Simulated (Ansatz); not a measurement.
Mulliken charges of ClFOSW, SMILES `[O]=[W]([F])(=[S])[Cl]` from PBE/def2-TZVPP in Ansatz (PBE0-D4/def2-TZVP geometry).

```tsv
atom	x (Å)	y (Å)	z (Å)	charge (e)
O1	-0.351	-0.513	1.623	-0.291
W2	0.070	-0.065	0.051	0.872
F3	1.778	-0.663	-0.316	-0.240
S4	-1.303	-0.997	-1.266	-0.178
Cl5	-0.145	2.164	-0.133	-0.164
```

Problem. By hand: the dipole of these point charges (1 e Å = 4.8032 D).

Solution. Σ q r = (-0.008, 0.074, -0.105) e Å, of length 0.129 e Å = 0.62 D.

Problem. How does the dipole of the full density compare? (Estimate.)

Solution. Ansatz gave: (0.137, 0.216, -0.117) e Å, 1.35 D; the point charges give 0.46 times that, at 41° from its direction.

Point charges leave out the atoms' own dipoles, such as those of lone pairs, and Mulliken's split depends on the basis, so the two needn't agree.
